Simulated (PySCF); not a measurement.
# Name the molecule from its bond curve

A diatomic of charge +1 contains Sn. Its quartet curve at PBE0 in a double-zeta basis (spin-free X2C with a Gaussian nucleus, PySCF), in eV from the separated fragments:

R (Å), E (eV) and a bar:
```
    1.827     -1.822 ###########################
    1.913     -2.375 ############
    1.998     -2.677 ####
    2.061     -2.782 #
    2.125     -2.809 
    2.189     -2.777 #
    2.274     -2.666 ####
    2.380     -2.456 ##########
    2.507     -2.148 ##################
    2.678     -1.707 ##############################
```

The fit gives ωe = 610 cm⁻¹ and the rotational constant Bₑ = 0.3440 cm⁻¹.

Q: Which atom is the partner?

A: The minimum lies at 2.120 Å, so the reduced mass is 16.8576 u Å² cm⁻¹/(Bₑ·Re²) = 10.90 u. With Sn at 119.90 u the partner weighs about 12.0 u: C. The molecule is SnC⁺.

Spin–orbit coupling is left out. The state was picked by a PBE0 search and need not be the measured ground state.
